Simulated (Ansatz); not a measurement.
CS$_{2}$, charge +1, doublet, at a GFN2-xTB geometry (a state made from the parent by changing its charge; the spin is typed, not shown lowest). Base run: Ansatz (an electronic-structure program) with B3LYP/3-21G.

Ansatz was given this input:
Ansatz 0.2 input:
```yaml
crystal:
  periodic: [false, false, false]
  atoms:
    - {symbol: S, position_ang: [-0.00000000, -0.00000000, -1.55963386]}
    - {symbol: C, position_ang: [0.00000000, 0.00000000, 0.00000000]}
    - {symbol: S, position_ang: [0.00000000, 0.00000000, 1.55963386]}
basis:
  gaussian:
    orbitals: 3-21G.json
hamiltonian:
  xc: b3lyp
total_charge: 1
magnetization: {spin_polarized: true, initial_magnetization: 1}
```
The basis file holds 3-21G in the JSON format of the Basis Set Exchange.

Variants of this job, named by their change:

```csv
change,E (Eh),SCF-reference <S^2>
base,-829.96487,0.778
functional = B2PLYP,-829.58036,0.847
functional = SVWN5,-826.86542,0.755
functional = PBE0-DH,-829.52891,0.839
functional = pbe,-829.54799,0.761
functional = B2GP-PLYP,-829.45932,0.881
functional = PBE-QIDH,-829.33555,0.897
functional = wB97X-V,-829.77624,0.809
functional = B97M-V,-829.72118,0.768
functional = lc_wpbe,-829.62232,0.840
functional = r2scan,-829.81530,0.775
functional = hf,-828.42523,1.033
functional = BHLYP,-829.90856,0.830
```

Absolute energies of different levels of theory aren't comparable as measures of quality.
